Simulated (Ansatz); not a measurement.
Computed with Ansatz on PBE0-D4/def2-TZVP structures; ΔE is electronic, products minus reactants. CCSD(T)/CBS adds triple-zeta CCSD(T) − MP2 to the extrapolated MP2 energy (def2 sets, frozen cores). This one scheme is used for every species. Functionals use def2-TZVPP. B3LYP here is the variant with VWN-RPA as its local correlation; programs differ in this. Elements past krypton have def2 core potentials. For Sn outer-core shells are correlated without core-valence functions, which leaves a few kJ/mol of doubt a bond. Each species was taken in one conformer, which may not be the lowest.

`CN[CH2][SnH3]` + `SS` → `CNCSS` + `[SnH4]`  (substitution at a C–Sn bond)

CCSD(T)/CBS gives -9.0 kJ/mol.

Q: Another level gave -24.9 kJ/mol. Which?
A. PBE-D4/def2-TZVPP
B. B2PLYP/def2-TZVPP
C. B3LYP-D4/def2-TZVPP
D. CCSD/def2-TZVPP

A: A. PBE-D4 -24.9, CCSD/def2-TZVPP -8.8, B2PLYP -14.6, B3LYP-D4 -20.3 kJ/mol.

Largest T1 diagnostic among the species: 0.013.

The D4 term adds −6.2 kJ/mol with B3LYP and −3.4 kJ/mol with PBE0; it sums over pairs of atoms, weighted by their polarisabilities, and B3LYP, whose exchange is more repulsive, gets the larger term.
